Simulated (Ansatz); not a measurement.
`CCCBO` at its PBE0-D4/def2-TZVP geometry, where that method's forces vanish. The species carries charge 0 and has multiplicity 1.

```xyz
14

C    -1.2544   -1.5080    0.0713
C    -0.0920   -0.5754    0.3679
C    -0.0447    0.6445   -0.5433
B     1.1229    1.6669   -0.3113
O     2.0673    1.5090    0.6463
H    -2.2096   -0.9881    0.1848
H    -1.2623   -2.3725    0.7395
H    -1.2034   -1.8791   -0.9560
H     0.8459   -1.1388    0.2794
H    -0.1556   -0.2517    1.4150
H    -0.0034    0.3288   -1.5960
H    -0.9904    1.2023   -0.4779
H     1.2349    2.6547   -0.9846
H     1.9449    0.7074    1.1649
```

Task: What forces (eV/Å) does r2SCAN-D4/def2-TZVPP give on these atoms in Ansatz? (An estimate is asked.)

Result: The calculation gave: 
```
C1  -0.113 -0.098 -0.023
C2   0.085 -0.034  0.101
C3   0.025  0.114 -0.067
B4  -0.119  0.052 -0.146
O5   0.133  0.007  0.112
H6   0.016 -0.005 -0.003
H7  -0.006  0.010 -0.013
H8   0.000  0.009  0.015
H9   0.009  0.005  0.003
H10  0.008  0.005  0.004
H11 -0.022 -0.002 -0.004
H12 -0.011 -0.011 -0.016
H13  0.004 -0.018  0.017
H14 -0.009 -0.034  0.018
```
